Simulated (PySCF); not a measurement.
Species: C6H10O2S.
Z-matrix (Å and degrees, PBE0-D3(BJ)/def2-SVP geometry), rows numbered from 1:
```
C 
C   1  1.5203
C   2  1.5170  1  113.45
C   3  1.5277  2  116.44  1  -175.76
C   4  1.5041  3  108.68  2  -143.64
C   5  1.3320  4  116.90  3    14.47
S   6  1.7722  5  111.20  4     0.53
O   7  1.4635  3  109.66  2    33.67
O   7  1.4602  3  110.55  2  -100.42
H   1  1.1010  2  111.43  3    61.27
H   1  1.1000  2  111.04  3   -58.79
H   1  1.0995  2  110.88  3  -178.42
H   2  1.1027  1  110.02  3   120.97
H   2  1.1035  1  110.51  3  -121.30
H   3  1.1016  2  111.46  1   -48.13
H   4  1.1048  3  110.62  2   -23.91
H   4  1.1014  3  110.94  2    93.87
H   5  1.0937  4  120.39  3  -167.57
H   6  1.0904  5  128.97  4   177.19
```

NICS = −σ at a ghost point: NICS(0) at the centroid of the ring atoms, NICS(1) 1 Å to either side along the normal of their mean plane, zz for the tensor component along that normal. Level: GIAO PBE0/pcSseg-1 (PySCF, non-relativistic, gas phase) on the PBE0-D3(BJ)/def2-SVP geometry, one conformer.

Ring bond lengths (Å), with Mayer bond orders in brackets: C3–C4 1.528 (0.97), C4–C5 1.504 (1.04), C5–C6 1.332 (1.83), C6–S7 1.772 (0.88), S7–C3 1.833 (0.83).

Q: What do the NICS probes read (ppm)?

A: 
| ring | type | NICS(0) | NICS(1), two faces | NICS(1)zz, two faces | rms pucker (Å) | centre to ring atoms, mean (Å) |
| --- | --- | --- | --- | --- | --- | --- |
| C3–C4–C5–C6–S7 | 5-membered ring with S; formal bonds 1 double, 4 single | -3.5 | -3.2 / -3.3 | -1.3 / -2.5 | 0.10 | 1.35 |

Q: What do they say, and how far can they be read as aromaticity?

A: 
- C3–C4–C5–C6–S7: mean NICS(1)zz -1.9 ppm, near zero. C3, C4, S7 have four or more neighbours, so the value isn't read as a sign of a π ring current.

Q: What is the mean of the two in-plane components of NICS at the first NICS(1) probe listed for ring C3–C4–C5–C6–S7, 1 Å off the ring?

A: The isotropic value is a third of the trace: (3 × -3.2 − (-1.3))/2 = -4.2 ppm.

Q: Give the inner angles of the rings and the Hirshfeld charges of the ring atoms.

A: 
- C3–C4–C5–C6–S7: C3 104.9° (-0.031 e), C4 108.7° (-0.063 e), C5 116.9° (-0.018 e), C6 111.2° (-0.070 e), S7 93.7° (+0.507 e); sum 535.4° against 540° for a flat convex ring.

Q: How do the values depend on the level or the medium?

A: 
```csv
level,"NICS(0), C3–C4–C5–C6–S7","mean NICS(1)zz, C3–C4–C5–C6–S7"
"PBE0/pcSseg-1, gas",-3.5,-1.9
"wB97X-D/pcSseg-1, gas",-3.5,-1.9
```

The geometry is the same throughout.
